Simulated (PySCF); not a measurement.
Cartesian coordinates (Å):
```xyz
4

Cl    -1.0597    -1.3001    -0.0686
C     -0.0002     0.0004     0.2102
Cl     1.6557    -0.2680    -0.0684
Cl    -0.5958     1.5677    -0.0732
```
Charge 0, spin multiplicity 2.

### Question
Predict the total energy, dipole moment and highest occupied spin orbital from TPSSh-D3(BJ)/def2-TZVP // PBE0-D3(BJ)/def2-TZVP (PySCF).

### Answer

```json
{
 "total_energy": "-1418.7509 Ha",
 "dipole_moment": "0.15 D",
 "highest_occupied_spin_orbital": "-5.75 eV"
}
```
